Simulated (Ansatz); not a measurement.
The same path of C3H8GeO (13 atoms, charge 0, multiplicity 1) was run twice with different band settings. The coordinate that changes most is the dihedral Ge5–C2–C3–H10.

Method: Ansatz, RKS B3LYP-D4/def2-SVP.

Relaxed end points:

```xyz
13
Properties=species:S:1:pos:R:3
C -1.502 -0.263 -0.072
C -0.002 -0.057 -0.134
C 0.822 -1.261 0.277
O 0.448 0.576 -1.319
Ge 0.728 1.732 0.119
H -1.824 -0.584 0.930
H -1.783 -1.051 -0.795
H -2.049 0.649 -0.349
H 0.558 -1.606 1.288
H 1.900 -1.046 0.243
H 0.626 -2.086 -0.433
H 2.233 1.972 0.307
H -0.135 2.990 -0.049
```

```xyz
13
Properties=species:S:1:pos:R:3
C -1.507 -0.233 0.072
C -0.015 -0.064 -0.131
C 0.821 -1.265 0.263
O 0.340 0.506 -1.377
Ge 0.767 1.719 -0.025
H -1.746 -0.501 1.112
H -1.865 -1.047 -0.585
H -2.060 0.678 -0.199
H 0.548 -2.116 -0.388
H 0.640 -1.558 1.308
H 1.895 -1.075 0.125
H 2.287 1.934 0.018
H -0.085 2.987 -0.178
```

Common settings: spring 5.0 eV/Å²; optimiser quadratic models (default); start path through a guess of the saddle point; force threshold 0.03 eV/Å; end points relaxed.

| run | movable images | climbing image | iteration limit |
| --- | --- | --- | --- |
| 1 | 9 | yes | 43 |
| 2 | 6 | no | 60 |

(1) What does each run give, and how far can it be trusted?

Results:

(1) Run 1: converged after 5 iterations, highest image 0.132 eV above the first end. A vibrational analysis at the climbing image gives one clearly imaginary mode, 226i cm⁻¹: a first-order saddle point.
Run 2: converged after 5 iterations, highest image 0.125 eV above the first end. No image climbed, so the highest image needn't sit at the top of the path.
